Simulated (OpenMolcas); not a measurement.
# Fe2+ in a point-charge field

Fe2+ among 6 point charges of -1.5 e arranged as a trigonal prism (D3h), 2.12 Å from the ion, with a polar angle of 52.5° against the regular 49.1°.

```yaml
Program: OpenMolcas 26.06
Method: "SS-CASPT2, IPEA 0.25 Eh, imaginary shift 0.1 Eh (closed shells correlated: 3s 3p)"
Basis: ANO-RCC-VDZP [5s4p2d1f]
Scalar_Hamiltonian: DKH2, point nucleus
Active_space: 6 electrons in 5 orbitals (3d)
State_averaging: 2S+1 = 5 even, 5 roots; 2S+1 = 3 even, 45 roots; 2S+1 = 1 even, 50 roots
Spin-orbit_coupling: state interaction with AMFI integrals over the reference wave functions
```

The lowest spin-free states (labels of D3, the rotations of D3h), above the lowest:

```json
{"State": "5E", "Degeneracy": "2", "E (cm-1)": "0", "Free-ion L (%)": "D (100)"}
{"State": "5A1", "Degeneracy": "1", "E (cm-1)": "810", "Free-ion L (%)": "D (100)"}
{"State": "5E", "Degeneracy": "2", "E (cm-1)": "3870", "Free-ion L (%)": "D (100)"}
{"State": "3E", "Degeneracy": "2", "E (cm-1)": "20340", "Free-ion L (%)": "H (64)"}
{"State": "3A2", "Degeneracy": "1", "E (cm-1)": "20380", "Free-ion L (%)": "H (90)"}
{"State": "3A1", "Degeneracy": "1", "E (cm-1)": "20390", "Free-ion L (%)": "H (90)"}
{"State": "3A2", "Degeneracy": "1", "E (cm-1)": "20640", "Free-ion L (%)": "P (77)"}
{"State": "3E", "Degeneracy": "2", "E (cm-1)": "20990", "Free-ion L (%)": "H (100)"}
{"State": "3A2", "Degeneracy": "1", "E (cm-1)": "21370", "Free-ion L (%)": "H (84)"}
{"State": "3E", "Degeneracy": "2", "E (cm-1)": "21420", "Free-ion L (%)": "H (97)"}
{"State": "3E", "Degeneracy": "2", "E (cm-1)": "22300", "Free-ion L (%)": "P (54)"}
{"State": "3E", "Degeneracy": "2", "E (cm-1)": "22470", "Free-ion L (%)": "F (98)"}
{"State": "3E", "Degeneracy": "2", "E (cm-1)": "23830", "Free-ion L (%)": "H (100)"}
{"State": "3E", "Degeneracy": "2", "E (cm-1)": "24300", "Free-ion L (%)": "F (76)"}
{"State": "3A2", "Degeneracy": "1", "E (cm-1)": "24430", "Free-ion L (%)": "F (91)"}
{"State": "3A1", "Degeneracy": "1", "E (cm-1)": "24430", "Free-ion L (%)": "F (91)"}
{"State": "3E", "Degeneracy": "2", "E (cm-1)": "25660", "Free-ion L (%)": "G (100)"}
{"State": "3A1", "Degeneracy": "1", "E (cm-1)": "25920", "Free-ion L (%)": "G (100)"}
{"State": "3E", "Degeneracy": "2", "E (cm-1)": "26890", "Free-ion L (%)": "G (87)"}
{"State": "3E", "Degeneracy": "2", "E (cm-1)": "27530", "Free-ion L (%)": "G (91)"}
```

The lowest levels with spin-orbit coupling:

```csv
E (cm-1),Degeneracy,Label,2S+1,g
0,2,E,5,0.00 0.00 11.99
210,2,,5,0.00 0.00 7.99
410,2,E,5,0.00 0.00 4.00
620,2,E,5,
830,1,A1,5,
830,1,A2,5,
1170,1,A1,5,
1180,2,E,5,0.00 0.00 3.98
1210,2,E,5,0.00 0.00 7.99
4090,2,,5,0.00 0.00 10.00
4230,2,E,5,0.00 0.00 6.01
4350,2,E,5,0.00 0.00 2.05
4430,1,A2,5,
4480,1,A1,5,
4540,2,E,5,0.00 0.00 5.95
20420,2,E,3,0.00 0.00 5.98
20590,2,E,3,0.00 0.00 2.58
20630,2,E,3,0.00 0.00 9.96
20640,1,A1,3,
20750,1,A1,3,
```

Powder χT (cm3 K/mol): 4.51 at 2 K, 4.57 at 10 K, 4.85 at 50 K, 5.06 at 100 K, 5.08 at 200 K, 4.93 at 300 K. The effective moment at 300 K is 2.828 √(χT) = 6.28 μB.

The lowest level has 2S+1 = 5, for which the spin-only value is χT = S(S+1) / 2 = 3.000 cm3 K/mol (g = 2). The computed 4.926 at 300 K differs by +1.926, through orbital momentum, spin-orbit coupling and any other state in reach.

Roots that are degenerate in the reference are averaged as groups; the widest CASPT2 spread within a group is 130 cm-1 (the 2-fold group of multiplicity 5 near 0 cm-1 above the lowest state of its run). Shifts and gaps below about the spread of the groups concerned are not significant. An orbital doublet at a regular site is open to a Jahn-Teller distortion, which this geometry leaves out. The ground term spreads over less than 5000 cm-1, several times less than with real ligands, so orbital moments are less quenched and χT lies further from the spin-only value than at real sites. Free-ion shares, where given, are those of the reference states; single-state CASPT2 does not remix them. This is an electrostatic model: the charges have no orbitals. No measured value stands beside these numbers.

With an even number of electrons the g values are those of a degenerate or nearly degenerate non-Kramers pair.
